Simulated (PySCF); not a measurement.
## WH₆ + 2 O₂ → H₂WO₂ + 2 H₂O

Level: PBE0 in the def2-TZVP basis family, computed in PySCF with density fitting; scalar-relativistic core potentials for atoms from Rb on, none lighter, no spin–orbit coupling; open shells unrestricted.

```csv
species,state and structure,E (Eh),ZPE (kJ/mol),H(298 K) − H(0) (kJ/mol),S° (J/(mol K))
WH₆,"singlet, C3v, W–H 1.658 Å (×3), W–H 1.706 Å (×3); H–W–H 62.0° (×3), H–W–H 67.0° (×3), H–W–H 114.7° (×3), H–W–H 118.4° (×6)",-70.55514,120.7,11.5,250.7
O₂,"triplet, D∞h, O–O 1.193 Å",-150.23561,10.3,8.7,204.9
H₂WO₂,"singlet, C2v, W–H 1.732 Å (×2), W–O 1.690 Å (×2); H–W–H 119.4°, H–W–O 107.1° (×4), O–W–O 108.9°",-218.70688,54.1,12.6,281.8
H₂O,"singlet, C2v, O–H 0.960 Å (×2); H–O–H 105.1°",-76.37736,56.5,9.9,188.7
```

What is the electronic reaction energy?

At PBE0/def2-TZVP, ΔE = -1142.7 kJ/mol from the differences of the total energies times 2625.5, downhill. 

Add zero-point, thermal and entropy terms for 298.15 K and 1 bar.

ΔZPE = 25.8 and Δ[H(298) − H(0)] = 3.5 kJ/mol give ΔH° = -1113.4 kJ/mol. ΔS° = -1.3 J/(mol K), so ΔG° = -1113.4 − 298.15 × (-0.0013) = -1113 kJ/mol.

Spin–orbit coupling can matter for WH₆, H₂WO₂ and is left out. Each species is the lowest minimum found with this bonding; other isomers or fragments can lie lower.
